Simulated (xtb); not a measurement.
C7H15BSi, SMILES CB(C)C#C[Si](C)(C)C. All values are semi-empirical tight-binding results from xtb (GFN2-xTB unless named), good for trends rather than for accurate numbers. Coordinates come from a GFN2-xTB optimisation. This is a generated structure with no PubChem entry under its InChIKey; it may be hypothetical.

Optimised geometry:

```xyz
24

Si    -1.7409     0.0145    -0.0939
C     -2.3602    -1.7872    -0.0030
C     -2.4347     1.0251     1.3676
C     -2.2481     0.8113    -1.7509
C      0.1146     0.0020     0.0055
C      1.3277    -0.0081     0.0732
B      2.8329    -0.0206     0.1558
C      3.5548     0.8069     1.2902
C      3.6569    -0.8624    -0.8958
H     -1.9603    -2.3820    -0.8186
H     -3.4441    -1.8372    -0.0589
H     -2.0564    -2.2598     0.9263
H     -3.5203     1.0642     1.3453
H     -2.0683     2.0472     1.3475
H     -2.1408     0.5913     2.3187
H     -3.3285     0.8421    -1.8619
H     -1.8805     1.8304    -1.8252
H     -1.8460     0.2562    -2.5930
H      3.7208     1.8212     0.9238
H      2.9620     0.9012     2.1974
H      4.5314     0.4078     1.5553
H      4.6903    -0.5381    -0.9947
H      3.6816    -1.9015    -0.5641
H      3.2013    -0.8701    -1.8837
```
Charge 0, spin multiplicity 1.

orbital gap: 3.46 eV
dipole moment: 0.14 D
zero-point energy: 123.6 kcal/mol
G − E(el) at 298.15 K (modified RRHO): 96.2 kcal/mol
static polarisability (D4 model): 118.8 bohr³
solvation energy, GFN2-xTB/ALPB(water): -1.3 kcal/mol
solvation energy, GFN2-xTB/ALPB(dmso): -9.2 kcal/mol

Computed atomic charges and the Wiberg bond orders between heavy atoms:
charges (e) Si1 0.49, C2 -0.20, C3 -0.20, C4 -0.20, C5 -0.12, C6 -0.09, B7 0.26, C8 -0.18, C9 -0.18, H10 0.02, H11 0.03, H12 0.02, H13 0.03, H14 0.02, H15 0.02, H16 0.03, H17 0.02, H18 0.02, H19 0.05, H20 0.03, H21 0.03, H22 0.03, H23 0.05, H24 0.03. Bond orders Si1–C2 0.88, Si1–C3 0.88, Si1–C4 0.88, Si1–C5 0.92, C5–C6 2.77, C6–B7 1.07, B7–C8 1.02, B7–C9 1.02.
